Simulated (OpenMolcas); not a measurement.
# Levels of Co⁴⁺ by method

| Item | Value |
| --- | --- |
| Program | OpenMolcas |
| Basis | ANO-RCC-VTZP [6s5p3d2f1g] |
| Scalar Hamiltonian | DKH2, point nucleus |
| Active space | 5 electrons in 10 orbitals (3d 4d) |
| State averaging | 2S+1 = 6 even, 1 root; 2S+1 = 4 even, 24 roots; 2S+1 = 2 even, 53 roots |
| Spin-orbit coupling | state interaction with AMFI integrals over the reference wave functions, term energies averaged over their components |

Methods on the same reference wave functions:
A. CASSCF
B. SS-CASPT2, IPEA 0.25 Eh, imaginary shift 0.1 Eh (closed shells correlated: 3s 3p)
C. MS-CASPT2, IPEA 0.25 Eh, imaginary shift 0.1 Eh (closed shells correlated: 3s 3p)
D. XMS-CASPT2, IPEA 0.25 Eh, imaginary shift 0.1 Eh (closed shells correlated: 3s 3p)

Energies in cm-1 above 3d5 6S 5/2, the measured ground level; measured values from Sugar and Corliss, J. Phys. Chem. Ref. Data 10, 1097 (1981).

```json
{"Level": "3d5 6S 5/2", "A": "0.0", "B": "0.0", "C": "0.0", "D": "0.0", "Measured": "0.0"}
{"Level": "3d5 4G 5/2", "A": "41432", "B": "39150", "C": "39150", "D": "39160", "Measured": ""}
{"Level": "3d5 4G 7/2", "A": "41496", "B": "39220", "C": "39220", "D": "39240", "Measured": ""}
{"Level": "3d5 4G 9/2", "A": "41545", "B": "39270", "C": "39270", "D": "39290", "Measured": ""}
{"Level": "3d5 4G 11/2", "A": "41551", "B": "39280", "C": "39280", "D": "39290", "Measured": "37218"}
{"Level": "3d5 4P 5/2", "A": "47450", "B": "43240", "C": "43240", "D": "43220", "Measured": "40753"}
{"Level": "3d5 4P 3/2", "A": "47560", "B": "43360", "C": "43360", "D": "43340", "Measured": "40891"}
{"Level": "3d5 4P 1/2", "A": "47700", "B": "43510", "C": "43510", "D": "43500", "Measured": "41024"}
{"Level": "3d5 4D 7/2", "A": "51478", "B": "46920", "C": "46920", "D": "46860", "Measured": "44709"}
{"Level": "3d5 4D 1/2", "A": "51581", "B": "47030", "C": "47030", "D": "46980", "Measured": "44908"}
{"Level": "3d5 4D 3/2", "A": "51723", "B": "47190", "C": "47190", "D": "47140", "Measured": ""}
{"Level": "3d5 4D 5/2", "A": "51774", "B": "47240", "C": "47240", "D": "47190", "Measured": ""}
{"Level": "3d5 2I 11/2", "A": "59308", "B": "57380", "C": "57380", "D": "57410", "Measured": ""}
{"Level": "3d5 2I 13/2", "A": "59449", "B": "57540", "C": "57540", "D": "57570", "Measured": ""}
{"Level": "3d5 2D 5/2 [63 %]", "A": "66281", "B": "60620", "C": "60630", "D": "60630", "Measured": "57083"}
{"Level": "3d5 2D 3/2", "A": "67122", "B": "61360", "C": "61360", "D": "61330", "Measured": "57823"}
{"Level": "3d5 2F 7/2(1)", "A": "68558", "B": "63340", "C": "63180", "D": "63230", "Measured": "59455"}
{"Level": "3d5 4F 9/2", "A": "68826", "B": "63800", "C": "63800", "D": "63720", "Measured": "60830"}
{"Level": "3d5 4F 5/2", "A": "68830", "B": "63780", "C": "63730", "D": "63680", "Measured": ""}
{"Level": "3d5 4F 7/2", "A": "68921", "B": "63870", "C": "63900", "D": "63850", "Measured": "60974"}
{"Level": "3d5 4F 3/2", "A": "69259", "B": "64120", "C": "64120", "D": "64050", "Measured": ""}
{"Level": "3d5 2F 5/2(1) [55 %]", "A": "70071", "B": "64650", "C": "64700", "D": "64730", "Measured": "60532"}
{"Level": "3d5 2H 9/2 [73 %]", "A": "72461", "B": "68390", "C": "68390", "D": "68400", "Measured": "64742"}
{"Level": "3d5 2H 11/2", "A": "72909", "B": "69120", "C": "69120", "D": "69140", "Measured": "65284"}
```

Deviations, from unrounded energies. A percentage is the sum of absolute deviations over the sum of measured energies, with the sign that they share, or ± where signs differ.

| Against measurement | Levels | A | B | C | D |
| --- | --- | --- | --- | --- | --- |
| mean absolute deviation (cm-1) | 14 | 7600 | 3000 | 3000 | 3000 |
| other terms of the ground configuration (%) | 14 | +14.4 | +5.7 | +5.7 | +5.7 |

B, C, D lie about equally close to measurement and A furthest from it. The largest miss of D in the table is 3d5 2F 5/2(1) [55 %], by +4200 cm-1. The ranking rests on the paired levels alone, and a cruder setting can come out closer through cancelling errors.

Among B to D the level of the table that moves most is 3d5 2F 7/2(1), by 160 cm-1 (lowest in C, highest in B). Moves below CASPT2's spread within the term are not significant.

The mean deviations of B to D differ by less than CASPT2's widest spread within a term (770 cm-1), so their order carries little weight.

From A to B the spin-free energies of the other terms of 3d5 shown, above 6S, scale by factors of 0.91 to 0.97, as is usual when dynamic correlation screens the repulsion within a d or f shell.

The lowest spin-free term lies below A's lowest term by 0.312 hartree in B, 0.312 hartree in C, 0.312 hartree in D.

Term energies are means over components that CASPT2 splits; among the terms shown or strongly mixed into the levels shown the widest spread is 770 cm-1 (3d5 4F, D). Some levels mix across a computed gap that differs much from the measured one, so their mixing is not that of the real levels. Active for correlation alone: 4d; no level in the range computed is led by a configuration that fills it, so any true level of that kind is missing. Without dynamic correlation excited terms often stand tens of per cent too high (terms of higher spin than the ground term too low), and those without a measured partner can miss by more than the paired ones (holds for A). The CASPT2 spread within a term exceeds the gap to the next term for 3d5 2F(1) and 3d5 4F, so the order of their levels is uncertain, and so are names and mixing where such terms share a J (holds for D). Measured partners are found by configuration, term and J. A level has none where our copy of the source lacks it or the pairing is in doubt (some pairs that miss far off the trend of their configuration count as doubtful), and it then counts in no deviation. Only configurations of the active space appear. The table leaves out levels that lie high or whose names do not pair safely across all columns.

A share in square brackets marks a mixed level and gives the weight of the term that names it, the lowest over the columns. A number in round brackets counts repeated terms of one configuration in the order of the reference energies.
